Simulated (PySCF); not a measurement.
# Dipole response of Al⁺ (aluminium, charge +1)

[Ne] 3s2, closed-shell 1S. Calculation: PySCF 2.14, in aug-cc-pwCVTZ; no relativity, point nucleus. Coupled (time-dependent) response in atomic units; α is the mean over directions.

```csv
method,mean α (bohr³),C₆ (like pair),S(−4)
UHF,26.29,139.2,377.2
PBE,24.22,122.5,325.2
PBE0,24.70,126.3,337.3
PBEsol,24.10,121.4,322.7
TPSSh,25.44,132.9,352.5
```

S(−4) is the Cauchy moment in α(ω) = α(0) + S(−4) ω² + …

α(iu) at UHF:

```json
{"u (hartree)": "0", "α(iu) (bohr³)": "26.29"}
{"u (hartree)": "0.0500", "α(iu) (bohr³)": "25.38"}
{"u (hartree)": "0.100", "α(iu) (bohr³)": "22.99"}
{"u (hartree)": "0.200", "α(iu) (bohr³)": "16.75"}
{"u (hartree)": "0.300", "α(iu) (bohr³)": "11.58"}
{"u (hartree)": "0.500", "α(iu) (bohr³)": "5.928"}
{"u (hartree)": "0.750", "α(iu) (bohr³)": "3.144"}
{"u (hartree)": "1.00", "α(iu) (bohr³)": "1.973"}
{"u (hartree)": "1.50", "α(iu) (bohr³)": "1.045"}
{"u (hartree)": "2.00", "α(iu) (bohr³)": "0.6861"}
{"u (hartree)": "3.00", "α(iu) (bohr³)": "0.3955"}
{"u (hartree)": "5.00", "α(iu) (bohr³)": "0.2009"}
```

A single London oscillator, α(iu) = α/(1 + u²/ω²), gives C₆ = (3/4) ω α². Matching the computed C₆ needs ω = 4 × 139.2 / (3 × 26.29²) = 0.269 hartree.

For an ion, C₆ is the dispersion term alone; charge-induced terms of lower order in 1/R come first.
